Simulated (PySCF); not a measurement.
CH10NPSi3.
Atom-mapped SMILES: `[SiH3:1]/[CH:2]=[P:3]/[N:4]([SiH3:5])[SiH3:6]` (hydrogens: H7, H8, H9 on Si1; H10 on C2; H11, H12, H13 on Si5; H14, H15, H16 on Si6)

Vertical excitations from PySCF (density fitting, frozen core in the response, grid level 2 and gas phase unless stated; continuum runs use non-equilibrium linear response for the excitations) on a GFN2-xTB geometry. Reference run:

```csv
settings,"S1, eV (f)","S2, eV (f)","S3, eV (f)","S4, eV (f)","S5, eV (f)","S6, eV (f)","T1, eV (Tamm–Dancoff)",mean α (au)
"CAM-B3LYP/def2-SVPD, full TDDFT, 8 singlets",4.69 (0.196),5.19 (0.066),5.75 (0.006),6.23 (0.025),6.37 (0.017),6.62 (0.012),2.80,126.5
```

**Question.** What do these settings give: (1) B97-2/6-311+G(2d,p), energy threshold 1e-11 Eh, TDA, 12 singlets; (2) B97-D/6-31G*, TDA, 12 singlets; (3) HSE06/def2-SVPD, IEF-PCM acetone, grid level 3, full TDDFT, 1 singlet?

**Answer.** 
| settings | S1, eV (f) | S2, eV (f) | S3, eV (f) | S4, eV (f) | S5, eV (f) | S6, eV (f) | T1, eV (Tamm–Dancoff) | mean α (au) |
| --- | --- | --- | --- | --- | --- | --- | --- | --- |
| B97-2/6-311+G(2d,p), energy threshold 1e-11 Eh, TDA, 12 singlets | 4.74 (0.204) | 5.18 (0.006) | 5.26 (0.085) | 5.73 (0.037) | 6.11 (0.008) | 6.13 (0.045) | – | 125.2 |
| B97-D/6-31G*, TDA, 12 singlets | 4.66 (0.181) | 4.93 (0.008) | 5.25 (0.094) | 5.84 (0.005) | 5.93 (0.100) | 6.07 (0.024) | 2.83 | 108.3 |
| HSE06/def2-SVPD, IEF-PCM acetone, grid level 3, full TDDFT, 1 singlet | 4.47 (0.232) | – | – | – | – | – | 2.79 | 177.0 |

(1) S1 moves by +0.05 eV; functional, basis and response scheme change together, so the shift can't be laid on one. (2) S1 moves by -0.03 eV; functional, basis and response scheme change together, so the shift can't be laid on one. (3) S1 moves by -0.22 eV; functional and environment change together, so the shift can't be laid on one. States are counted by energy in each run and needn't keep their character from row to row.

All basis functions are spherical, in the Pople sets too.

**Question.** Give the leading configurations of S1 (H = HOMO, L = LUMO) and the HOMO–LUMO gap of each run.

**Answer.** 
```
                                                             settings        S1 configurations (weight)  S1 (eV)  orbital gap (eV)  S1 − gap (eV)
                          CAM-B3LYP/def2-SVPD, full TDDFT, 8 singlets              H→L 0.87, H−1→L 0.10     4.69              7.55          -2.86
     B97-2/6-311+G(2d,p), energy threshold 1e-11 Eh, TDA, 12 singlets              H→L 0.76, H−1→L 0.14     4.74              4.95          -0.21
                                       B97-D/6-31G*, TDA, 12 singlets  H→L 0.66, H−1→L 0.14, H−2→L 0.10     4.66              3.49          +1.17
HSE06/def2-SVPD, IEF-PCM acetone, grid level 3, full TDDFT, 1 singlet                          H→L 0.90     4.47              4.46          +0.01
```

The species at its GFN2-xTB geometry (one conformer only). GFN2-xTB frequencies show an imaginary mode (35i cm⁻¹), so this geometry is no minimum at that level.

The values belong to the conformer `[SiH3:1]/[CH:2]=[P:3]/[N:4]([SiH3:5])[SiH3:6]`: C2–P3–N4–Si5 -164°.

Note: B97-D ran without an empirical dispersion term, which enters the total energy and its gradient alone.
